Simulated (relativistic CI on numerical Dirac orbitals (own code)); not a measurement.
# As17+: q coefficients and field-shift factors

Method of calculation: Dirac-Coulomb-Breit CI, orbitals from a KLI potential per configuration, derivatives by finite differences, unscaled Slater integrals, QED left out (own radial code, finite nucleus).

Configurations in the expansion (outside the closed core [Ne]): 3s2 3p4, 3s 3p5, 3s2 3p3 3d, 3p6, 3s 3p4 3d, 3p5 3d, 3p4 3d2, 3p3 3d3. Double excitations out of closed p, d and f shells are left out; levels of such configurations are missing from the list, as are those of other unlisted configurations, and high levels can miss mixing partners.

With x = (α/α₀)² − 1 an excitation energy changes as ω = ω₀ + qx; K = 2q/ω₀ is the relative enhancement. Terms are leading LS components, so labels can repeat. The field-shift factor is F = δν/δ⟨r²⟩ for the transition from the lowest level.

Lowest level 3s2 3p4 3P_2.

| Level | ω₀ (cm⁻¹) | q (cm⁻¹) | F (GHz/fm²) |
| --- | --- | --- | --- |
| 3s2 3p4 3P_0 | 40540 | 22660 | -0.285 |
| 3s2 3p4 3P_1 | 48706 | 55860 | -0.364 |
| 3s2 3p4 1D_2 | 85268 | 51610 | -0.306 |
| 3s2 3p4 1S_0 | 175750 | 90320 | -1.52 |
| 3s 3p5 3P°_2 | 467953 | 64880 | -43.1 |
| 3s 3p5 3P°_1 | 496989 | 86080 | -41.9 |
| 3s 3p5 3P°_0 | 522228 | 119200 | -42.2 |
| 3s 3p5 1P°_1 | 595896 | 91330 | -31.7 |
| 3s2 3p3 3d 5D°_2 | 612302 | 34030 | 0.915 |
| 3s2 3p3 3d 5D°_3 | 612523 | 33400 | 1.13 |
| 3s2 3p3 3d 5D°_0 | 612739 | 40740 | 0.178 |
| 3s2 3p3 3d 5D°_1 | 614041 | 43470 | 0.365 |
| 3s2 3p3 3d 5D°_4 | 618724 | 43080 | 1.13 |

At this charge energies of transitions that change n are usually good to better than 1 %, and those within a shell (Δn = 0) to a few per cent.

Which transition from the lowest level has the largest |K|?

3s2 3p4 3P_1 at 48706 cm⁻¹, K = 2.29.
